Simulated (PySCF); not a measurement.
**Run times: niobium in cc-pVTZ-PP with ECP28MDF**

Measured wall times of calculations with PySCF 2.14 in cc-pVTZ-PP with ECP28MDF (5s5p4d2f1g, 63 functions), with scalar relativity through the core potential, run from one Python driver. Hardware: 1 thread of Neoverse-N1 on a shared host, 1.3 GiB allowed. The two-electron integrals over 63 functions were computed once and kept in memory (0.71 CPU seconds with the set-up); the times below exclude them. Kohn-Sham runs start from converged Hartree-Fock orbitals.

Launch command (the driver calls PySCF for each step listed in the task file):

```bash
OMP_NUM_THREADS=1 python atomrun2.py TASK.json OUT
```

```json
{"species": "Nb⁺ [Kr] 4d4", "step": "UHF", "iterations": "10", "wall time (s)": "0.68"}
{"species": "Nb⁺ [Kr] 4d4", "step": "r2SCAN", "iterations": "9", "wall time (s)": "3.6"}
{"species": "Nb⁺ [Kr] 4d4", "step": "PBE", "iterations": "11", "wall time (s)": "1.8"}
{"species": "Nb⁺ [Kr] 4d4", "step": "MP2 (4 electrons)", "iterations": "", "wall time (s)": "0.07"}
{"species": "Nb²⁺ [Kr] 4d3", "step": "UHF", "iterations": "6", "wall time (s)": "0.5"}
{"species": "Nb²⁺ [Kr] 4d3", "step": "r2SCAN", "iterations": "5", "wall time (s)": "2.2"}
{"species": "Nb²⁺ [Kr] 4d3", "step": "PBE", "iterations": "5", "wall time (s)": "0.95"}
{"species": "Nb²⁺ [Kr] 4d3", "step": "MP2 (3 electrons)", "iterations": "", "wall time (s)": "0.06"}
```

Peak memory of the process: 0.23 GiB. Times on a shared host vary from run to run.
